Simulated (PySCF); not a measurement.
**Curvature of the energy in the electron number along the 5d series, charge +2**

Calculated with PySCF 2.14, in aug-cc-pVDZ-PP with ECP60MDF, ECP: one orbital is emptied in steps, and each cell gives the departure of E from the straight line at half an electron, in eV (from a cubic fit). The exact functional gives zero.

```
species   orbital    LDA    PBE  r2SCAN   PBE0  BHandHLYP  LC-wPBE  wB97X   UHF
   Ta²⁺  5d alpha  -1.32  -1.29   -1.19  -0.94      -0.59    -0.22  -0.28  0.14
    W²⁺  5d alpha  -1.38  -1.35   -1.26  -0.97      -0.60    -0.25  -0.31  0.18
   Re²⁺  5d alpha  -1.46  -1.43   -1.34  -1.03      -0.62    -0.30  -0.37  0.22
   Os²⁺   5d beta  -1.40  -1.35   -1.18  -0.95      -0.60    -0.22  -0.34  0.26
   Ir²⁺   5d beta  -1.49  -1.45   -1.32  -1.02      -0.62    -0.28  -0.40  0.29
   Pt²⁺   5d beta  -1.55  -1.51   -1.39  -1.06      -0.63    -0.32  -0.44  0.32
   Au²⁺   5d beta  -1.61  -1.57   -1.45  -1.09      -0.63    -0.36  -0.46  0.35
   Hg²⁺   5d beta  -1.69  -1.65   -1.54  -1.15      -0.66    -0.42  -0.51  0.37
```

Q: How does the mean departure depend on the functional?

A: LDA -1.49 eV; PBE -1.45 eV; r2SCAN -1.33 eV; PBE0 -1.03 eV; BHandHLYP -0.62 eV; LC-wPBE -0.30 eV; wB97X -0.39 eV; UHF 0.27 eV. Semilocal functionals are convex (delocalisation error), Hartree-Fock is concave or straight, and exact exchange removes curvature roughly in proportion to its share, so among the functionals the range-separated hybrids usually come closest to zero.

No spin-orbit coupling is included.
